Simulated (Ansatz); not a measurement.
# One elementary step

Start structure (AlH5O4, singlet), relaxed at PBE0-D4/def2-TZVP:

```xyz
10
angstrom
Al -0.6301 0.2016 0.5856
H -1.3289 1.6006 0.8112
O 1.0807 0.0578 0.9134
O -1.6148 -1.1728 0.7534
H -0.1700 1.3871 -1.6060
O -0.1557 0.4538 -1.3492
O 1.1823 0.0448 -1.6379
H 1.4553 -0.4698 1.6150
H -1.3328 -2.0732 0.6117
H 1.5140 -0.0301 -0.6973
```

The step: AlH₅O₄ ([OH][OH][AlH]([OH])[OH]) → AlH₃O₄ ([OH][Al]1([OH])[O][OH]1) + H₂; bonds formed: Al1–O7, H2–H5; dative contacts that become bonds: Al1–O6; bonds broken: Al1–H2, H5–O6. Ansatz 0.2.0; basis: def2-TZVPP and def2-QZVPP; cores frozen in the correlated methods. Extrapolation: Hartree–Fock as exp(−7.88 √X), correlation as X^−2.97. Energies below are by CCSD(T) at an estimated basis limit (MP2 extrapolated from triple and quadruple zeta, plus CCSD(T) − MP2 in triple zeta).

(1) What are the electronic barrier and the energy of the step, from the start structure to the end structure? (To be estimated.)

T1 diagnostic: at most 0.014.

Results:

(1) Computed: Barrier 22.75 kcal/mol; step energy -7.13 kcal/mol (downhill); reverse barrier, their difference, 29.87 kcal/mol. Barrier and step energy count from the start structure, the reverse barrier from the end structure.

The saddle point: One imaginary mode of 1100i cm⁻¹.
| pair | start (Å) | saddle (Å) | end (Å) |
| --- | --- | --- | --- |
| Al1–O6 | 2.01 | 1.84 | 1.76 |
| Al1–O7 | 2.87 | 2.78 | 1.92 |
| H2–H5 | 2.69 | 1.03 | 0.75 |
| Al1–H2 | 1.58 | 1.76 | 3.17 |
| H5–O6 | 0.97 | 1.27 | 4.33 |

Zero-point energy (harmonic, PBE0-D4): ZPE is 40.59 kcal/mol at the start and 37.53 kcal/mol at the saddle, so the barrier goes from 22.75 to 19.68 kcal/mol.

Labels in which every atom is bracketed show which atoms are joined, not bond orders.

For scale, one of the runs: CCSD(T)/def2-TZVPP, 236 basis functions, launched by `ansatz run in.yaml --threads 4 --pin off --events-out ev --progress --plain --max-ram 9574MiB`. Hardware: 4 CPU threads of an Arm Neoverse V1, shared host. Wall time 2.6 min; peak host memory 4.5 GiB.
